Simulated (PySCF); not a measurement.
Electron correlation in Cl²⁺ (chlorine, charge +2)

[Ne] 3s2 3p3, high-spin 4S determinant. Calculation: PySCF 2.14, in aug-cc-pCVTZ-DK with one added diffuse shell each of s, p, d, f type (9s8p6d4f, 91 functions); scalar relativity by spin-free X2C-1e. Frozen: 1s2; 13 electrons correlated.

```
  level  correlation energy (mhartree)
   CCSD                        -417.50
    (T)                          -5.52
CCSD(T)                        -423.02
```

Diagnostics: T1 = 0.0029, D1 = 0.0114, largest double amplitude 0.050.

Problem. Is a single reference adequate?

Solution. Yes: T1 lies below 0.03 and no double amplitude reaches 0.07.
